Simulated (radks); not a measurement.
The numbers below are computed, except where a source is named.
Coulomb parameter of the 4f shell of the neodymium ion Nd2+ in the model configuration [Xe] 4f2.5 6s1.5, as a second difference U = [E(n + 0.25) + E(n - 0.25) - 2 E(n)] / (0.25)^2 with all orbitals relaxed. "Bare": the charge of the atom changes with n. "Screened": the 6s shell takes up the change at fixed total charge, which measures U(4f,4f) + U(6s,6s) - 2 U(4f,6s). Level of theory: scalar-relativistic Kohn-Sham, r2SCAN, spin-unpolarised, spherical densities, finite nucleus; meta-GGA in the generalised Kohn-Sham scheme; Fermi nuclear charge, rms radius 4.9123 fm (a radial shooting solver on a logarithmic mesh with Libxc functionals). Estimate both.

Answer. U(bare) = 17.516 eV, U(screened by 6s) = 7.594 eV, against the Slater integral F0(4f,4f) = 26.759 eV with frozen orbitals.
